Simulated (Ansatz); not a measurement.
**Molecular dynamics of AlCl2H3OSi**

Input:

```yaml
crystal:
  periodic: [false, false, false]
  atoms:
    - { symbol: Al, position_ang: [0.006636, -0.086145, -0.124159] }
    - { symbol: Cl, position_ang: [-0.40026, -0.012751, 1.923033] }
    - { symbol: Cl, position_ang: [1.823984, 0.629281, -0.833291] }
    - { symbol: O, position_ang: [-1.069763, -0.694069, -1.258132] }
    - { symbol: Si, position_ang: [-2.603957, -1.313239, -0.766832] }
    - { symbol: H, position_ang: [-2.45594, -2.447655, 0.142565] }
    - { symbol: H, position_ang: [-3.413297, -0.282772, -0.119793] }
    - { symbol: H, position_ang: [-3.260503, -1.75295, -1.990291] }
basis:
  gaussian: { orbitals: STO-3G }
hamiltonian:
  xc: pbe
md:
  timestep: 0.25
  n_steps: 166
  ensemble: nve_milne
  temperature: 300.0
  initial_velocities: maxwell_boltzmann
  seed: 577966
```

Run as:

```bash
$ ansatz run input.yaml --threads 1 --pin off --max-ram 2048MiB --backend cpu --events-out ev --progress --plain --runs-dir out
```

It starts from a relaxed structure.

Output, in part (one step line in 3, the closing report, with atoms numbered from 0):

```
md step     0: t =     0.00 fs  T =   300.0 K  F+E_penalty+E_count = -41128.16512708 eV  E_kin = 0.232668 eV  conserved = -41127.93245908 eV  (22 SCF iters)
md step     3: t =     0.75 fs  T =   293.7 K  F+E_penalty+E_count = -41128.16024449 eV  E_kin = 0.227785 eV  conserved = -41127.93245994 eV  (20 SCF iters)
md step     6: t =     1.50 fs  T =   277.5 K  F+E_penalty+E_count = -41128.14766309 eV  E_kin = 0.215203 eV  conserved = -41127.93245991 eV  (20 SCF iters)
md step     9: t =     2.25 fs  T =   257.5 K  F+E_penalty+E_count = -41128.13215195 eV  E_kin = 0.199692 eV  conserved = -41127.93245981 eV  (20 SCF iters)
md step    12: t =     3.00 fs  T =   240.4 K  F+E_penalty+E_count = -41128.11888510 eV  E_kin = 0.186425 eV  conserved = -41127.93245967 eV  (20 SCF iters)
md step    15: t =     3.75 fs  T =   230.2 K  F+E_penalty+E_count = -41128.11098761 eV  E_kin = 0.178528 eV  conserved = -41127.93245949 eV  (20 SCF iters)
md step    18: t =     4.50 fs  T =   226.6 K  F+E_penalty+E_count = -41128.10822010 eV  E_kin = 0.175761 eV  conserved = -41127.93245935 eV  (20 SCF iters)
md step    21: t =     5.25 fs  T =   225.6 K  F+E_penalty+E_count = -41128.10744652 eV  E_kin = 0.174987 eV  conserved = -41127.93245919 eV  (23 SCF iters)
md step    24: t =     6.00 fs  T =   221.9 K  F+E_penalty+E_count = -41128.10456131 eV  E_kin = 0.172102 eV  conserved = -41127.93245913 eV  (20 SCF iters)
md step    27: t =     6.75 fs  T =   211.9 K  F+E_penalty+E_count = -41128.09683789 eV  E_kin = 0.164379 eV  conserved = -41127.93245920 eV  (20 SCF iters)
md step    30: t =     7.50 fs  T =   196.1 K  F+E_penalty+E_count = -41128.08456954 eV  E_kin = 0.152110 eV  conserved = -41127.93245929 eV  (20 SCF iters)
md step    33: t =     8.25 fs  T =   178.9 K  F+E_penalty+E_count = -41128.07122538 eV  E_kin = 0.138766 eV  conserved = -41127.93245944 eV  (20 SCF iters)
md step    36: t =     9.00 fs  T =   166.9 K  F+E_penalty+E_count = -41128.06191741 eV  E_kin = 0.129458 eV  conserved = -41127.93245968 eV  (20 SCF iters)
md step    39: t =     9.75 fs  T =   165.4 K  F+E_penalty+E_count = -41128.06076800 eV  E_kin = 0.128308 eV  conserved = -41127.93245987 eV  (19 SCF iters)
md step    42: t =    10.50 fs  T =   175.5 K  F+E_penalty+E_count = -41128.06855557 eV  E_kin = 0.136096 eV  conserved = -41127.93245995 eV  (19 SCF iters)
md step    45: t =    11.25 fs  T =   193.0 K  F+E_penalty+E_count = -41128.08210512 eV  E_kin = 0.149645 eV  conserved = -41127.93246009 eV  (24 SCF iters)
md step    48: t =    12.00 fs  T =   210.7 K  F+E_penalty+E_count = -41128.09586614 eV  E_kin = 0.163406 eV  conserved = -41127.93246001 eV  (19 SCF iters)
md step    51: t =    12.75 fs  T =   222.1 K  F+E_penalty+E_count = -41128.10470319 eV  E_kin = 0.172243 eV  conserved = -41127.93246001 eV  (20 SCF iters)
md step    54: t =    13.50 fs  T =   224.1 K  F+E_penalty+E_count = -41128.10628780 eV  E_kin = 0.173828 eV  conserved = -41127.93246000 eV  (20 SCF iters)
md step    57: t =    14.25 fs  T =   218.5 K  F+E_penalty+E_count = -41128.10194335 eV  E_kin = 0.169483 eV  conserved = -41127.93245988 eV  (19 SCF iters)
md step    60: t =    15.00 fs  T =   210.5 K  F+E_penalty+E_count = -41128.09569396 eV  E_kin = 0.163234 eV  conserved = -41127.93245982 eV  (20 SCF iters)
md step    63: t =    15.75 fs  T =   205.8 K  F+E_penalty+E_count = -41128.09204962 eV  E_kin = 0.159590 eV  conserved = -41127.93245967 eV  (20 SCF iters)
md step    66: t =    16.50 fs  T =   207.8 K  F+E_penalty+E_count = -41128.09359257 eV  E_kin = 0.161133 eV  conserved = -41127.93245950 eV  (20 SCF iters)
md step    69: t =    17.25 fs  T =   215.5 K  F+E_penalty+E_count = -41128.09957757 eV  E_kin = 0.167118 eV  conserved = -41127.93245930 eV  (20 SCF iters)
md step    72: t =    18.00 fs  T =   224.1 K  F+E_penalty+E_count = -41128.10629981 eV  E_kin = 0.173841 eV  conserved = -41127.93245913 eV  (20 SCF iters)
md step    75: t =    18.75 fs  T =   227.7 K  F+E_penalty+E_count = -41128.10903536 eV  E_kin = 0.176576 eV  conserved = -41127.93245903 eV  (19 SCF iters)
md step    78: t =    19.50 fs  T =   221.9 K  F+E_penalty+E_count = -41128.10453805 eV  E_kin = 0.172079 eV  conserved = -41127.93245911 eV  (20 SCF iters)
md step    81: t =    20.25 fs  T =   206.8 K  F+E_penalty+E_count = -41128.09286132 eV  E_kin = 0.160402 eV  conserved = -41127.93245920 eV  (20 SCF iters)
md step    84: t =    21.00 fs  T =   187.2 K  F+E_penalty+E_count = -41128.07760954 eV  E_kin = 0.145150 eV  conserved = -41127.93245979 eV  (19 SCF iters)
md step    87: t =    21.75 fs  T =   170.1 K  F+E_penalty+E_count = -41128.06436790 eV  E_kin = 0.131908 eV  conserved = -41127.93245990 eV  (19 SCF iters)
md step    90: t =    22.50 fs  T =   161.8 K  F+E_penalty+E_count = -41128.05795047 eV  E_kin = 0.125490 eV  conserved = -41127.93246011 eV  (19 SCF iters)
md step    93: t =    23.25 fs  T =   164.3 K  F+E_penalty+E_count = -41128.05990819 eV  E_kin = 0.127448 eV  conserved = -41127.93246028 eV  (19 SCF iters)
md step    96: t =    24.00 fs  T =   174.5 K  F+E_penalty+E_count = -41128.06780839 eV  E_kin = 0.135348 eV  conserved = -41127.93246038 eV  (18 SCF iters)
md step    99: t =    24.75 fs  T =   186.0 K  F+E_penalty+E_count = -41128.07671595 eV  E_kin = 0.144256 eV  conserved = -41127.93246044 eV  (18 SCF iters)
md step   102: t =    25.50 fs  T =   192.7 K  F+E_penalty+E_count = -41128.08189195 eV  E_kin = 0.149431 eV  conserved = -41127.93246055 eV  (20 SCF iters)
md step   105: t =    26.25 fs  T =   191.7 K  F+E_penalty+E_count = -41128.08113151 eV  E_kin = 0.148671 eV  conserved = -41127.93246012 eV  (20 SCF iters)
md step   108: t =    27.00 fs  T =   184.6 K  F+E_penalty+E_count = -41128.07563692 eV  E_kin = 0.143177 eV  conserved = -41127.93246008 eV  (20 SCF iters)
md step   111: t =    27.75 fs  T =   176.3 K  F+E_penalty+E_count = -41128.06917060 eV  E_kin = 0.136711 eV  conserved = -41127.93245992 eV  (20 SCF iters)
md step   114: t =    28.50 fs  T =   172.1 K  F+E_penalty+E_count = -41128.06596810 eV  E_kin = 0.133508 eV  conserved = -41127.93245979 eV  (20 SCF iters)
md step   117: t =    29.25 fs  T =   175.3 K  F+E_penalty+E_count = -41128.06838107 eV  E_kin = 0.135921 eV  conserved = -41127.93245965 eV  (20 SCF iters)
md step   120: t =    30.00 fs  T =   184.4 K  F+E_penalty+E_count = -41128.07544233 eV  E_kin = 0.142983 eV  conserved = -41127.93245945 eV  (24 SCF iters)
md step   123: t =    30.75 fs  T =   194.3 K  F+E_penalty+E_count = -41128.08316742 eV  E_kin = 0.150708 eV  conserved = -41127.93245928 eV  (20 SCF iters)
md step   126: t =    31.50 fs  T =   198.6 K  F+E_penalty+E_count = -41128.08648781 eV  E_kin = 0.154029 eV  conserved = -41127.93245923 eV  (20 SCF iters)
md step   129: t =    32.25 fs  T =   192.6 K  F+E_penalty+E_count = -41128.08182071 eV  E_kin = 0.149361 eV  conserved = -41127.93245922 eV  (20 SCF iters)
md step   132: t =    33.00 fs  T =   176.0 K  F+E_penalty+E_count = -41128.06898094 eV  E_kin = 0.136521 eV  conserved = -41127.93245960 eV  (20 SCF iters)
md step   135: t =    33.75 fs  T =   153.4 K  F+E_penalty+E_count = -41128.05146223 eV  E_kin = 0.119002 eV  conserved = -41127.93245985 eV  (20 SCF iters)
md step   138: t =    34.50 fs  T =   132.0 K  F+E_penalty+E_count = -41128.03484447 eV  E_kin = 0.102384 eV  conserved = -41127.93246005 eV  (20 SCF iters)
md step   141: t =    35.25 fs  T =   118.1 K  F+E_penalty+E_count = -41128.02402302 eV  E_kin = 0.091563 eV  conserved = -41127.93246024 eV  (20 SCF iters)
md step   144: t =    36.00 fs  T =   113.9 K  F+E_penalty+E_count = -41128.02076809 eV  E_kin = 0.088308 eV  conserved = -41127.93246038 eV  (24 SCF iters)
md step   147: t =    36.75 fs  T =   116.8 K  F+E_penalty+E_count = -41128.02307698 eV  E_kin = 0.090616 eV  conserved = -41127.93246082 eV  (16 SCF iters)
md step   150: t =    37.50 fs  T =   121.4 K  F+E_penalty+E_count = -41128.02664731 eV  E_kin = 0.094187 eV  conserved = -41127.93246056 eV  (16 SCF iters)
md step   153: t =    38.25 fs  T =   122.5 K  F+E_penalty+E_count = -41128.02744804 eV  E_kin = 0.094988 eV  conserved = -41127.93246001 eV  (16 SCF iters)
md step   156: t =    39.00 fs  T =   117.9 K  F+E_penalty+E_count = -41128.02387603 eV  E_kin = 0.091416 eV  conserved = -41127.93245962 eV  (16 SCF iters)
md step   159: t =    39.75 fs  T =   109.7 K  F+E_penalty+E_count = -41128.01752135 eV  E_kin = 0.085062 eV  conserved = -41127.93245961 eV  (16 SCF iters)
md step   162: t =    40.50 fs  T =   103.0 K  F+E_penalty+E_count = -41128.01235592 eV  E_kin = 0.079896 eV  conserved = -41127.93245945 eV  (16 SCF iters)
md step   165: t =    41.25 fs  T =   103.5 K  F+E_penalty+E_count = -41128.01276151 eV  E_kin = 0.080302 eV  conserved = -41127.93245923 eV  (15 SCF iters)
md step   166: t =    41.50 fs  T =   106.0 K  F+E_penalty+E_count = -41128.01465784 eV  E_kin = 0.082199 eV  conserved = -41127.93245908 eV  (24 SCF iters)
Total energy: -41128.01467969 eV, -1511.4266619089 hartree
Atom 0 at     0.016183    -0.154024    -0.117894 Å, force    -1.587162    -0.058629     0.226809 eV/Å
Atom 1 at    -0.302444     0.086868     1.959645 Å, force    -0.038224    -0.244956    -0.474971 eV/Å
Atom 2 at     1.799431     0.590375    -0.787276 Å, force     0.672081     0.159047    -0.419906 eV/Å
Atom 3 at    -1.216473    -0.520684    -1.241141 Å, force     1.336631     0.361294     0.458080 eV/Å
Atom 4 at    -2.623178    -1.402061    -0.868773 Å, force    -0.305891    -0.927691    -1.189745 eV/Å
Atom 5 at    -2.319643    -2.739672    -0.373328 Å, force     0.105476    -0.006115     0.221907 eV/Å
Atom 6 at    -3.454473    -0.712285     0.071153 Å, force    -0.482735     0.354369     0.458068 eV/Å
Atom 7 at    -3.323636    -1.626870    -2.168310 Å, force     0.299825     0.362680     0.719757 eV/Å
Dipole moment:    -0.494642    -0.398758    -0.312269 e Å
```

The run went to its last step. The conserved energy stayed within 0.00026 meV per atom of its start (net change 0 meV per atom), so the integration is sound. A run of 0.042 ps of so small a system gives no equilibrium averages. Limits of this set-up: minimal basis.

The same pairs are bonded in the first frame and the last. Pairs count as bonded within 1.25 times the sum of covalent radii (0.12 Å more for H–H).

Last frame:

```xyz
8
Properties=species:S:1:pos:R:3
Al 0.016 -0.154 -0.118
Cl -0.302 0.087 1.960
Cl 1.799 0.590 -0.787
O -1.216 -0.521 -1.241
Si -2.623 -1.402 -0.869
H -2.320 -2.740 -0.373
H -3.454 -0.712 0.071
H -3.324 -1.627 -2.168
```

The run took 5.5 min on 1 thread of Arm Neoverse V1, with other jobs on the host, peak memory 0.093 GiB.
